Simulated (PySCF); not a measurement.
**Stretching CaCl**

Set-up: PySCF, spin-free X2C with a Gaussian nucleus, basis sets Ca x2c-TZVPall, Cl x2c-TZVPall. Energies in eV from Ca + Cl in their ground configurations at the same level. State: ²Σ⁺ (doublet), unpaired electrons σ ↑.

All columns are PBE0. A positive dipole means Ca(−)Cl(+).

```
R (Å)  E (eV)  μ (D)  Mulliken charge on Ca (basis-dependent)  HOMO (eV)  LUMO (eV)  Mayer bond order  ⟨S²⟩
2.094  -3.454  -2.41                                     0.52      -4.06      -1.87              0.91  0.75
2.192  -3.930  -2.81                                     0.54      -4.18      -1.96              0.86  0.75
2.289  -4.189  -3.25                                     0.56      -4.30      -2.06              0.83  0.75
2.362  -4.279  -3.60                                     0.57      -4.39      -2.13              0.81  0.75
2.435  -4.303  -3.96                                     0.58      -4.47      -2.20              0.79  0.75
2.508  -4.277  -4.34                                     0.58      -4.56      -2.28              0.77  0.75
2.606  -4.185  -4.84                                     0.59      -4.67      -2.38              0.76  0.75
2.727  -4.011  -5.50                                     0.60      -4.81      -2.51              0.74  0.75
2.873  -3.750  -6.29                                     0.61      -4.96      -2.67              0.72  0.75
3.068  -3.369  -7.36                                     0.62      -5.15      -2.88              0.70  0.75
```

A fit through these points gives, at Re = 2.430 Å, μ = -3.94 D and dμ/dR = -5.03 D/Å; the reduced mass is 18.65 u.

Question: How strong is the fundamental in the double-harmonic approximation, I = 42.26·(dμ/dR)²/μred km/mol?

Answer: I = 42.26·(-5.03)²/18.65 = 57.3 km/mol at PBE0.

The state was picked by a PBE0 search and need not be the measured ground state.
